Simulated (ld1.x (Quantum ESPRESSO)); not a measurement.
## Reading a pseudo-wave (scandium)

Columns: radius, all-electron u(r) and pseudo u(r) of the 3p shell (level -44.63 eV) of scandium in the configuration [Ne] 3s2 3p6 3d1 4s0.5 4p0; PBE, scalar-relativistic, TM semilocal scheme, ld1.x (Quantum ESPRESSO) 7.5.

| r (bohr) | all-electron | pseudo |
| --- | --- | --- |
| 0.080 | 0.2837 | -0.0171 |
| 0.160 | 0.4940 | -0.0672 |
| 0.240 | 0.4492 | -0.1470 |
| 0.320 | 0.2428 | -0.2513 |
| 0.400 | -0.0258 | -0.3728 |
| 0.480 | -0.2926 | -0.5032 |
| 0.560 | -0.5243 | -0.6331 |
| 0.640 | -0.7085 | -0.7528 |
| 0.720 | -0.8431 | -0.8537 |
| 0.800 | -0.9316 | -0.9292 |
| 0.880 | -0.9803 | -0.9759 |
| 0.960 | -0.9966 | -0.9940 |
| 1.040 | -0.9878 | -0.9870 |
| 1.120 | -0.9604 | -0.9603 |
| 1.200 | -0.9199 | -0.9199 |
| 1.280 | -0.8706 | -0.8706 |
| 1.360 | -0.8160 | -0.8160 |
| 1.440 | -0.7588 | -0.7588 |
| 1.520 | -0.7010 | -0.7010 |
| 1.600 | -0.6441 | -0.6441 |
| 1.680 | -0.5891 | -0.5891 |
| 1.760 | -0.5366 | -0.5366 |
| 1.840 | -0.4872 | -0.4872 |
| 1.920 | -0.4410 | -0.4410 |
| 2.000 | -0.3982 | -0.3982 |
| 2.080 | -0.3588 | -0.3588 |

Problem. How many radial nodes do the two functions have?

Solution. The all-electron 3p function has n − l − 1 = 1; the pseudo-wave has 0, since the states of the same l below it are removed with the core.

Problem. At about which radius was the pseudo-wave matched?

Solution. 1.25 bohr. The columns agree to 0.0005 from 1.12 bohr on; several derivatives are matched, so the curves merge somewhat inside the radius.

Problem. Is the pseudo-wave norm-conserving?

Solution. Yes: the TM semilocal scheme keeps the norm inside the radius equal to the all-electron one, which fixes the energy derivative of the logarithmic derivative at the level.
